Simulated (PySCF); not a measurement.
# Eu(NH2)2 at several levels of theory

Computed with PySCF 2.14.0 (density fitting, no spin-orbit coupling) at the geometry relaxed with BP86:

```xyz
7
Eu(NH2)2 (singlet in the valence; each metal's 4f electrons, 7 of them, lie in its core potential, out of spins and levels)
Eu   -1.1453   -0.1847   -0.0115
N     0.1305   -0.0639    1.9059
H     1.1517    0.0950    1.9112
H    -0.1150   -0.1423    2.9058
N     0.1342    0.1212   -1.9071
H     1.1534    0.2918   -1.8940
H    -0.1108    0.1488   -2.9103
```

```tsv
level	basis	state	HOMO (eV)	gap (eV)	charge on Eu1 (e)	population of f-type functions on Eu1 (polarisation alone where 4f lies in the core)	dipole about the centre of mass (D)	largest force component (eV/Å)
BP86	Eu lcecp-0-SVP with ECP53, N def2-SVP, H def2-SVP	singlet	–	–	0.58	0.02	4.77	0.02
M06-L	the same	singlet	–	–	0.81	0.02	5.39	0.46
B3LYP	the same	singlet	–	–	0.67	0.03	5.12	0.38
PBE0	the same	singlet	–	–	0.72	0.03	5.20	0.45
BP86	Eu lcecp-0-TZVP with ECP53, N def2-TZVP, H def2-TZVP	singlet	–	–	1.09	0.03	5.35	0.33
PBE0	Eu def2-SVP with ECP28, N def2-SVP, H def2-SVP	octet	-4.41	3.02	0.80	6.99	5.05	0.62
```

In the lcecp rows the 4f levels are missing from HOMO and gap, and the state counts the valence alone.

HOMO and gap are taken over both spins. Charges are Mulliken's, which hang on the basis. The relaxation used the grid (50, 194), these runs (75, 302) or, all-electron (x2c bases, spin-free X2C Hamiltonian), (99, 590).

Problem. What does PBE with Eu lcecp-0-SVP with ECP53, N def2-SVP, H def2-SVP give here?

Solution. state singlet, charge on Eu1 (e) 0.57, population of f-type functions on Eu1 (polarisation alone where 4f lies in the core) 0.03, dipole about the centre of mass (D) 4.76, largest force component (eV/Å) 0.07. Time: 12 s on 2 threads of Arm Neoverse V1, on a shared host, from an already converged density.

An lcecp potential fixes the number of 4f electrons, so in runs with it no electron can move into or out of that shell.

Rows with open f shells in the valence may stand above their lowest state, and their gaps can end on f levels.
